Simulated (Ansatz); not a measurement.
Reactions of CH8OSi2 (`C[SiH2][SiH2]O`).

Isolated molecules relaxed with PBE0-D4/def2-TZVP in Ansatz; ΔE leaves out vibrations. CCSD(T)/CBS is the MP2 limit (def2-TZVPP, def2-QZVPP) plus CCSD(T) − MP2 in def2-TZVPP, frozen cores. This one scheme is used for every species. For As, Ge, Se outer-core shells are correlated without core-valence functions, which leaves a few kJ/mol of doubt a bond. Scalar relativity is left out up to krypton. One conformer a species, not always the lowest.

Question: Order these by ΔE at CCSD(T)/CBS, lowest first. (Estimate.)
A. `C[SiH2][SiH2]O` + `[SiH3][AsH2]` → `C[SiH2][SiH2][AsH2]` + `O[SiH3]`
B. `C[SiH2][SiH2]O` + `[CH3][GeH2][SiH2]P` → `O[SiH2][SiH2]P` + `C[SiH2][GeH2][CH3]`
C. `C[SiH2][SiH2]O` + `O[SiH](F)N[Si](O)(F)F` → `O[SiH2]N[Si](O)(F)F` + `C[SiH2][SiH](O)F`
D. `C[SiH2][SiH2]O` + `[SiH3][SeH]` → `O[SiH2][Se][SiH3]` + `C[SiH3]`

Answer: D (-88.4 kJ/mol), A (-14.5 kJ/mol), B (-3.0 kJ/mol), C (+10.4 kJ/mol).

Largest T1 diagnostic: 0.013, for `O[SiH2][SiH2]P`.
